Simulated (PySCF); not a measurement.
## Bond curve of NaIn

Set-up: PySCF, scalar-relativistic core potentials, basis sets Na def2-SVP, In def2-SVP with ECP28. Energies in eV from Na + In in their ground configurations at the same level. All curves are PBE0. state 1: ¹Σ⁺ (singlet), closed shell; state 2: ³Π (triplet), unpaired electrons σ ↑, π ↑, a second solution, started from another occupation; state 3: Ms = 0 determinant of mixed spin (⟨S²⟩ near 1.0), unpaired electrons σ ↑, π ↓, a second solution, started from another occupation; state 4: triplet, unpaired electrons σ ↑↑, a second solution, started from another occupation.

| R (Å) | state 1 | state 2 | state 3 | state 4 |
| --- | --- | --- | --- | --- |
| 2.813 | -0.5138 | -0.4413 | -0.2351 | 0.6523 |
| 2.944 | -0.6289 | -0.4943 | -0.2978 | 0.4912 |
| 3.075 | -0.6941 | -0.5126 | -0.3280 | 0.3706 |
| 3.173 | -0.7179 | -0.5106 | -0.3360 | 0.2997 |
| 3.271 | -0.7249 | -0.4990 | -0.3352 | 0.2421 |
| 3.369 | -0.7182 | -0.4805 | -0.3279 | 0.1949 |
| 3.500 | -0.6928 | -0.4488 | -0.3114 | 0.1449 |
| 3.663 | -0.6411 | -0.4029 | -0.2842 | 0.0982 |
| 3.860 | -0.5595 | -0.3449 | -0.2474 | 0.0589 |
| 4.122 | -0.4320 | -0.2711 | -0.1981 | 0.0256 |

**Question.** Put a parabola through the three lowest points of the state 1 curve and estimate Re, k and ωe (reduced mass 19.16 u; 1 eV/Å² = 0.16022 mdyn/Å; ωe = 1302.8·√(k/μ) cm⁻¹).

**Answer.** Through R = 3.173, 3.271, 3.369 Å the second-order coefficient is 0.713 eV/Å², so Re ≈ 3.272 Å, k ≈ 0.229 mdyn/Å and ωe ≈ 142 cm⁻¹. A polynomial fit of higher order to the unrounded PBE0 energies gives Re = 3.269 Å, k = 0.227 mdyn/Å, ωe = 142 cm⁻¹; anharmonicity and rounding make the difference.

The higher-order fit for each curve: state 1: Re = 3.269 Å, ωe = 142 cm⁻¹, De = 0.72 eV; state 2: Re = 3.105 Å, ωe = 132 cm⁻¹, minimum 0.51 eV below the ground-state fragments; state 3: Re = 3.209 Å, ωe = 107 cm⁻¹, minimum 0.337 eV below the ground-state fragments. State 4 gave no clean fit.

Closed-shell solutions of metal pairs were not tested for spin polarisation, which can lower them a little. These are scalar-relativistic numbers at best; spin–orbit coupling would shift them, the dissociation energy most.
